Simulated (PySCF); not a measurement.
Finite-field polarisability of Bi (bismuth, neutral)

[Xe] 4f14 5d10 6s2 6p3, high-spin 4S determinant. Computed with PySCF 2.14 in def2-QZVPPD with the def2 core potential (60 electrons) (8s6p5d4f1g, 88 functions), with a scalar-relativistic core potential. Frozen: 5s2 5p6 5d10. Energy changes in a uniform field (μhartree):

```csv
axis,F (au),HF,MP2,CCSD,CCSD(T)
x,0.002,-100.340,-99.973,-100.316,-100.423
x,0.004,-401.603,-400.121,-401.499,-401.925
```

(1) Derive α along x at CCSD(T) from the two fields.

(2) And the mean polarisability at each level?

Spin-orbit coupling is strong in this species (close to jj coupling), so the high-spin LS determinant is a model state, not a physical level.

Answers

(1) With ΔE = −αF²/2 − γF⁴/24, α = −(16 ΔE(F) − ΔE(2F))/(6F²) = 50.20 bohr³.

(2) HF 50.16, MP2 49.98, CCSD 50.15, CCSD(T) 50.20 bohr³. Reference: 48 ± 4 bohr³ (recommended; Schwerdtfeger and Nagle, table of static dipole polarizabilities (2023 update)).
